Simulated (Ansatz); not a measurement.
Consider the redistribution: `N=C1O[SiH]1N` + `C[CH](C)[MgH]` → `N=C1O[SiH2]1` + `C[CH](C)[Mg][NH2]`.

Computed with Ansatz on PBE0-D4/def2-TZVP structures; ΔE is electronic, products minus reactants. CCSD(T)/CBS adds triple-zeta CCSD(T) − MP2 to the extrapolated MP2 energy (def2 sets, frozen cores). DFT in def2-TZVPP. HSE06 is defined as in plane-wave codes. For Mg outer-core shells are correlated without core-valence functions, which leaves a few kJ/mol of doubt a bond. Each species was taken in one conformer, which may not be the lowest.

| level | ΔE (kcal/mol) |
| --- | --- |
| PBE-D4 | 5.7 |
| r2SCAN-D4 | 6.1 |
| HSE06-D4 | 7.0 |
| HF/def2-SVP | 7.1 |

What does CCSD(T)/CBS give? (An estimate is asked.)

The calculation gave: +4.9 kcal/mol. The listed levels differ from it by 0.8, 1.2, 2.1, 2.2 kcal/mol.

Largest T1 diagnostic among the species: 0.017.

From BLYP to BHLYP (50 % exact exchange), in def2-TZVPP and without D4, ΔE moves by +3.3 kcal/mol. The D4 term adds +1.3 kcal/mol with B3LYP and +0.7 kcal/mol with PBE0; it sums over pairs of atoms, weighted by their polarisabilities, and B3LYP, whose exchange is more repulsive, gets the larger term.

B3LYP here is the variant with VWN-RPA as its local correlation; programs differ in this.
